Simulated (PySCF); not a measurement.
Core-level binding energies of 1,1,2-trifluoro-2-methylcyclopropane

Compound: 1,1,2-trifluoro-2-methylcyclopropane, C4H5F3.
Geometry (PBE0-D3(BJ)/def2-SVP, Å), atoms numbered from 1 in this order:
```
atom  x, y, z in Å
C1     1.2955    0.5501   -0.5245
C2     0.3293   -0.3202    0.2117
F3     0.9346   -1.2871    0.9490
C4    -1.0186   -0.7126   -0.3817
C5    -0.9377    0.2099    0.7788
F6    -1.3425   -0.2091    1.9757
F7    -1.2349    1.5050    0.6090
H8     2.0003    1.0114    0.1829
H9     0.7682    1.3502   -1.0594
H10    1.8655   -0.0480   -1.2508
H11   -1.2942   -0.3069   -1.3584
H12   -1.3549   -1.7289   -0.1604
```

Theory: PySCF, delta-SCF UKS SCAN, pcX-2 on the ionised atom, pcseg-1 elsewhere, spin-free X2C. Binding energies are ΔSCF values: E(core-ionised, relaxed orbitals) − E(ground state) at a fixed geometry, referred to the vacuum level.

Problem. List the computed XPS lines with their assignment.

Solution. 
```
atom(s)                 environment  level  binding energy (eV)  above the level's lowest (eV)  count
     F6     fluorine of a CF2 group   F 1s               693.54                          +0.63      1
     F7     fluorine of a CF2 group   F 1s               693.53                          +0.62      1
     F3              alkyl fluorine   F 1s               692.91                           0.00      1
     C5                  CF2 carbon   C 1s               295.60                          +4.14      1
     C2              sp3 C–F carbon   C 1s               293.59                          +2.13      1
     C1               methyl carbon   C 1s               291.48                          +0.02      1
     C4  three-membered-ring carbon   C 1s               291.46                           0.00      1
```

Lowest listed C 1s: C4, bonded to 2 C and 2 H. Highest, 4.14 eV above it: C5, bonded to 2 F and 2 C. The values 291.46 and 291.48 eV lie too close for their order to be trusted.

The listed F 1s values span 0.63 eV, from F3 (bonded to C) to F6 (bonded to C). The widest gap between neighbouring values is 0.62 eV, between 692.91 and 693.53 eV. Summing the Pauling electronegativity differences to the bonded atoms, each weighted by its formal bond order, gives -1.43 for the lowest site and -1.43 for the highest; the sum is the same at every site. The values 693.53 and 693.54 eV lie too close for their order to be trusted.

Problem. Give the binding energy of C 1s of C2 in hartree and in kJ/mol.

Solution. 293.59 eV = 10.7892 Eh = 28327 kJ/mol.

Geometry: PBE0-D3(BJ)/def2-SVP; no solvent, vibrations or thermal averaging.
